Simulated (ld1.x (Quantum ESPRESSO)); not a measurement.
## Before and after: RRKJ potential for bismuth

Bi (Z = 83), norm-conserving RRKJ (Kleinman–Bylander form), made with ld1.x (Quantum ESPRESSO) 7.5 (PBEsol, non-relativistic). Core [Xe] 4f14 5d10, reference 6s1.75 6p3.25. Waves: 6p (bound): rc 2.15 bohr; 6s (bound): rc 1.60 bohr. Local part: the s channel. Core correction: none. rho0 = 0.001.

Change: functional PBE.

Cutoffs: the cutoffs (Ry, on a coarse ladder) from which the occupation-weighted sum of valence levels, in a spherical-Bessel basis at the reference potential, stays within 10 and 1 mRy of its value at 400 Ry; they do not see the model core or the augmentation charge, which bear on the density cutoff. Errors are all-electron minus pseudo energies relative to the spin-unpolarised reference configuration.

Task: Predict the effect on cutoff, ghosts and configuration errors.

Result: The potential gets neither clearly harder nor softer (35 Ry and 140 Ry → 35 Ry and 140 Ry); the s channel sets the loose cutoff, while the largest relative change is in p, which becomes softer; of the 7 tests that both files solve, the error grows in 5 and shrinks in 1 by more than 15 % and 0.3 meV (median size 2.7 → 2.3 meV); neither file shows a bound ghost.

| quantity | base | changed |
| --- | --- | --- |
| cutoff, loose | 35 Ry | 35 Ry |
| cutoff, tight | 140 Ry | 140 Ry |
| loose cutoff by channel (10 mRy a level) | p 10 Ry, s 30 Ry | p 8 Ry, s 30 Ry |
| bound ghosts | none | none |
| error for 6s2 6p3, meV [ΔE -1.67 → -1.66 eV] | +0.5 | +0.6 |
| error for 6s2 6p2, meV [ΔE 6.40 → 6.37 eV] | -0.7 | +2.3 |
| error for 6s2 6p1, meV [ΔE 21.64 → 21.56 eV] | +2.7 | +16 |
| error for 6s2 6p2.5, meV [ΔE 1.52 → 1.51 eV] | +0.2 | +1.3 |
| error for 6s0 6p5, meV [ΔE 11.92 → 11.87 eV] | +84 | +101 |
| error for 6s1 6p3, meV [ΔE 13.64 → 13.58 eV] | +2.9 | +2.3 |
| error for 6s1 6p0, meV [ΔE 85.11 → 84.94 eV] | +240 | +347 |
| s: phases at 2.34 bohr within 0.05 rad from the reference energy up to (Ry; the scan ends near 5) | 0.1 | 0.1 |
| p: phases at 2.34 bohr within 0.05 rad from the reference energy up to (Ry; the scan ends near 5) | to the end of the scan | to the end of the scan |
